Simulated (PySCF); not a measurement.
C2H9AlN, charge +1, multiplicity 1. Atoms are numbered in the order given.

```xyz
13

Al     0.0049     0.2295     0.0552
C      1.4006     1.0837    -0.9485
H      2.3993     0.6907    -0.6865
H      1.4246     2.1698    -0.7637
H      1.2836     0.9421    -2.0376
C     -1.3739     0.5651     1.3484
H     -2.3672     0.2210     1.0106
H     -1.4616     1.6404     1.5733
H     -1.1739     0.0531     2.3068
N     -0.0275    -1.7419    -0.4217
H     -0.7443    -1.9615    -1.1268
H     -0.2478    -2.3516     0.3763
H      0.8561    -2.0872    -0.8171
```
Charge +1, spin multiplicity 1.

Geometry: r2SCAN-D4/def2-SVP. The multiplicity is an assumed one; no other spin state was optimised. The isomer is the one that the SMILES or the coordinates give; other isomers of the formula were not compared.

Method: ωB97X/def2-TZVP (PySCF).

Atomic charges (e):

```
atom  Löwdin  Mulliken
----  ------  --------
Al1     0.39      0.70
C2     -0.46     -0.56
H3       ___      0.17
H4       ___      0.18
H5       ___      0.17
C6     -0.46     -0.56
H7       ___      0.17
H8       ___      0.18
H9       ___      0.17
N10      ___     -0.57
H11      ___      0.32
H12      ___      0.32
H13      ___      0.32
```

Problem. Complete the blanks. (An estimate is asked for; the answer gives what the named calculation found.)

Solution. 
- H3, Löwdin: 0.16
- H4, Löwdin: 0.16
- H5, Löwdin: 0.16
- H7, Löwdin: 0.16
- H8, Löwdin: 0.16
- H9, Löwdin: 0.16
- N10, Löwdin: -0.04
- H11, Löwdin: 0.21
- H12, Löwdin: 0.21
- H13, Löwdin: 0.21
